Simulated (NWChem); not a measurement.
Molecule: C2H5FOSi; SMILES F[SiH](O)C=C

```xyz
10

Si     0.0075    -0.5164    -0.4262
O      0.7710    -1.6843     0.4638
F     -1.5562    -0.4175    -0.0224
C      0.7190     1.1752    -0.1314
C     -0.0265     2.2044     0.2948
H      0.1028    -0.9862    -1.8231
H      0.9146    -1.4855     1.4001
H      1.7823     1.3446    -0.3135
H      0.3886     3.1964     0.4678
H     -1.0914     2.0933     0.4875
```
Atoms are numbered in this order, from 1.

Program: NWChem. Geometry: optimised at B3LYP/6-31G* (spherical d). Atomic charges in e: unrestrained fits to the electrostatic potential beside Mulliken populations; buried atoms are poorly determined by the fit.

Task: What does the run give for B3LYP/def2-SVP? Quantities: ESP Si1; Mulliken Si1; ESP O2; Mulliken O2; ESP F3; Mulliken F3; ESP C4; Mulliken C4; ESP C5; Mulliken C5; relative RMS misfit of the potential (%).

Result: 
```yaml
ESP Si1: 0.98
Mulliken Si1: 0.84
ESP O2: -0.67
Mulliken O2: -0.39
ESP F3: -0.35
Mulliken F3: -0.34
ESP C4: -0.40
Mulliken C4: -0.27
ESP C5: -0.11
Mulliken C5: -0.01
relative RMS misfit of the potential (%): 27
```
